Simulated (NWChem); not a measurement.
System: C2H5BO2; SMILES C(=O)(C)OB

NWChem input:

```
start job
memory heap 200 mb stack 900 mb global 1100 mb
geometry units angstroms noautosym nocenter noautoz
  B     -0.065928    -1.997817    -0.146681
  H      0.962618    -2.097368    -0.766474
  H     -0.747650    -2.936098     0.183756
  O     -0.556138    -0.768911     0.189065
  C      0.146233     0.400475     0.001344
  C     -0.782304     1.568759    -0.098123
  O      1.337423     0.434308    -0.035478
  H     -0.208962     2.492124    -0.233398
  H     -1.393662     1.629422     0.814437
  H     -1.476821     1.422478    -0.938779
end
basis spherical
  * library 6-31g*
end
dft
  xc b3lyp
  iterations 150
end
property
  shielding
end
task dft property
```

The geometry was optimised at PBE0/def2-SVP.

GIAO values for the isolated, static molecule; σ is the absolute isotropic shielding, δ = σ(reference) − σ with the isolated reference molecule computed at the same levels (11B: boron trifluoride, 13C: tetramethylsilane, 1H: tetramethylsilane, 17O: water).

Atoms are numbered as in the input.

Task: Give the results of this calculation. (B3LYP/6-31G* (spherical d), GIAO.) Quantities: δ B1 (ppm); δ H2 (ppm); δ H3 (ppm); δ O4 (ppm); δ C6 (ppm); δ O7 (ppm); δ H8 (rotor mean) (ppm).

Result: 
```json
{
  "δ B1 (ppm)": "36.0",
  "δ H2 (ppm)": "5.95",
  "δ H3 (ppm)": "5.30",
  "δ O4 (ppm)": "282.6",
  "δ C6 (ppm)": "20.5",
  "δ O7 (ppm)": "428.9",
  "δ H8 (rotor mean) (ppm)": "1.98"
}
```
